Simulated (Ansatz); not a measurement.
C₂H₇BF₂Si (SMILES CB(C)[SiH](F)F), singlet, geometry from GFN2-xTB, atoms displaced at random by about 0.03 Å a coordinate; HF/STO-3G, gradient run with Ansatz (an electronic-structure program).

Input for Ansatz:
Ansatz 0.2 input:
```yaml
crystal:
  periodic: [false, false, false]
  atoms:
    - {symbol: Si, position_ang: [0.81780438, -0.18982079, 0.30615325]}
    - {symbol: F, position_ang: [1.73868042, 0.28543311, -0.92083903]}
    - {symbol: F, position_ang: [0.95749554, -1.75155563, 0.06320328]}
    - {symbol: B, position_ang: [-0.95764263, 0.50567727, 0.17048972]}
    - {symbol: C, position_ang: [-2.15396643, -0.42405501, 0.72709995]}
    - {symbol: C, position_ang: [-1.31307569, 1.85042325, -0.43951833]}
    - {symbol: H, position_ang: [1.77360411, 0.08321742, 1.37809556]}
    - {symbol: H, position_ang: [-2.00919881, -0.91585206, 1.61898303]}
    - {symbol: H, position_ang: [-2.35198503, -1.20277338, 0.00067000]}
    - {symbol: H, position_ang: [-3.15468767, 0.07447248, 0.73917312]}
    - {symbol: H, position_ang: [-2.38950085, 1.99717755, -0.74140050]}
    - {symbol: H, position_ang: [-0.65465490, 2.15017980, -1.37193353]}
    - {symbol: H, position_ang: [-1.03090747, 2.61914161, 0.27276896]}
basis:
  gaussian:
    orbitals: STO-3G
hamiltonian:
  xc: hf
output: {forces: true}
```

Output, abridged:

```
Functional definition: HF
538 factors; integrals over basis functions are off by at most 9.9e-5 eV
mean field evaluation 1: about -15914.0498 eV, gradient 2.7e1 eV
mean field evaluation 2: about -15914.2192 eV, gradient 2.7e1 eV
mean field evaluation 4: about -15917.6090 eV, gradient 1.7e0 eV
mean field evaluation 8: about -15917.6259 eV, gradient 6.1e-4 eV
mean field -15917.62591117 eV, -584.9619628811 hartree, gradient 1.4e-5 eV, S^2 0.000000; 0 other end points of the search recorded, 0 dependent functions left out
the calculation of the forces begins
reference -15917.62591117 eV, -584.9619628811 hartree; 28, 28 occupied and 13, 13 virtual orbitals, 538 factors
Total energy: -15917.62591117 eV, -584.9619628811 hartree
Atom 0 at     0.817804    -0.189821     0.306153 Å, force     3.802265     0.402466     0.249531 eV/Å
Atom 1 at     1.738680     0.285433    -0.920839 Å, force     0.063375     0.816741    -1.098797 eV/Å
Atom 2 at     0.957496    -1.751556     0.063203 Å, force    -0.690846    -1.771155     0.181690 eV/Å
Atom 3 at    -0.957643     0.505677     0.170490 Å, force    -2.421454    -1.897464     1.689113 eV/Å
Atom 4 at    -2.153966    -0.424055     0.727100 Å, force    -2.105026     2.173053    -3.396910 eV/Å
Atom 5 at    -1.313076     1.850423    -0.439518 Å, force     0.535539     3.030115    -4.457767 eV/Å
Atom 6 at     1.773604     0.083217     1.378096 Å, force    -1.484897     0.142567     0.260142 eV/Å
Atom 7 at    -2.009199    -0.915852     1.618983 Å, force     0.708168    -1.117600     2.695598 eV/Å
Atom 8 at    -2.351985    -1.202773     0.000670 Å, force     0.607116    -0.369887    -0.342919 eV/Å
Atom 9 at    -3.154688     0.074472     0.739173 Å, force     1.534413    -0.091926     0.517919 eV/Å
Atom 10 at    -2.389501     1.997178    -0.741401 Å, force     1.709842    -0.292548     0.738619 eV/Å
Atom 11 at    -0.654655     2.150180    -1.371934 Å, force    -1.911126    -1.198929     2.550447 eV/Å
Atom 12 at    -1.030907     2.619142     0.272769 Å, force    -0.347369     0.174568     0.413335 eV/Å
Dipole moment:    -0.443848     0.278028     0.248929 e Å
```
